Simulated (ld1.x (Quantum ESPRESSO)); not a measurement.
**Which change was made? (N, TM)**

- Element: N
- Generator: ld1.x (Quantum ESPRESSO) 7.5
- Type: norm-conserving Troullier–Martins (Kleinman–Bylander form)
- Functional: PBEsol
- Relativity: scalar-relativistic
- Frozen core: [He]
- Valence charge: 5
- Reference configuration: 2s2 2p3
- Partial waves: 2p (bound): rc 1.25 bohr; 2s (bound): rc 0.95 bohr
- Local potential: the s channel
- Core correction: Bessel-smoothed model core, default radius (core density twice the valence density)

Cutoffs, loose and tight: the cutoffs (Ry, on a coarse ladder) from which the occupation-weighted sum of valence levels, in a spherical-Bessel basis at the reference potential, stays within 10 and 1 mRy of its value at 400 Ry. They do not see the model core or the augmentation charge, which bear on the density cutoff. Test errors are all-electron minus pseudo excitation energies from the reference, over the configurations 2s2 2p2; 2s2 2p1; 2s2 2p0; 2s1 2p0; 2s1 2p3; 2s1 2p4; 2s0 2p5; variants that change the core or the reference have their own tests.

The base gives: outcome: generated; cutoff, loose: 70 Ry; cutoff, tight: 140 Ry; bound ghosts: none; largest test error (meV): +499.

Question: After one change the result is: outcome: generated; cutoff, loose: 120 Ry; cutoff, tight: 160 Ry; bound ghosts: none; largest test error (meV): +139. Which change was it?
A. wave 2p (bound): rc 1.25 bohr becomes 2p (bound): rc 1.62 bohr
B. wave 2p (bound): rc 1.25 bohr becomes 2p (bound): rc 0.84 bohr
C. wave 2p (bound): rc 1.25 bohr becomes 2p (bound): rc 1.88 bohr

Answer: B. The others give: wave 2p (bound): rc 1.25 bohr becomes 2p (bound): rc 1.62 bohr → outcome: generated; cutoff, loose: 55 Ry; cutoff, tight: 140 Ry; bound ghosts: none; largest test error (meV): +1202 | wave 2p (bound): rc 1.25 bohr becomes 2p (bound): rc 1.88 bohr → outcome: generated; cutoff, loose: 50 Ry; cutoff, tight: 140 Ry; bound ghosts: none; largest test error (meV): +2041.
